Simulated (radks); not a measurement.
The numbers below are computed, except where a source is named.
Numerical settings for the tantalum ion Ta2+, [Xe] 4f14 5d3. Level of theory: scalar-relativistic Kohn-Sham, r2SCAN, spin-polarised, spherical densities, finite nucleus; open shells are filled with parallel spins first (spin-orbit coupling, left out, can overturn this in heavy ions); meta-GGA in the generalised Kohn-Sham scheme; Fermi nuclear charge, rms radius 5.3507 fm (a radial shooting solver on a logarithmic mesh with Libxc functionals). The defaults (mesh step 0.008 in ln r, mesh end at 40 bohr or more with all orbitals vanishing there, Anderson mixing 0.5 over 9 steps, residual threshold near 1e-9 with the energy settled to 1e-9 hartree or 1e-11 of itself, here a cap of 99 iterations) give E = -15603.171 hartree and 5d at -19.201 eV in 12 iterations. Times are rough (one thread of a shared host). Changes against that run (0 stands for a change within the tolerance of the run):

setting                     iterations         converged  E (mhartree)  e(5d) (meV)  CPU (s)
mesh step in ln r 0.08               2                no      diverged            -     0.02
mesh step in ln r 0.2                2                no      diverged            -     0.01
mesh step in ln r 0.005             12               yes             0       +0.098     0.39
mesh end (bohr) 8                   12               yes       +0.0564        +3.89     0.24
mesh end (bohr) 2                   11  level above zero     +7.39e+03    +5.24e+04      0.2
residual threshold 1e-05            11               yes             0       +0.136     0.23
residual threshold 0.001            11               yes             0       +0.136     0.23
mixing 1.5                          13               yes             0     +0.00889     0.28
linear mixing, mixing 0.05          99                no         +6.49        -16.9      1.7
linear mixing, mixing 0.2           62               yes      +0.00167     +0.00493      1.2
mixing history 3                    14               yes             0      +0.0136      0.3
iteration cap 5                      5                no         +19.4         +776     0.14

Settled on a wrong energy, with an occupied level pushed above zero by the early mesh end: mesh end (bohr) 2 (+7.39 hartree). Apart from these: no run marked as converged misses the energy by more than 1 mhartree. A mesh that ends early acts as a hard wall.
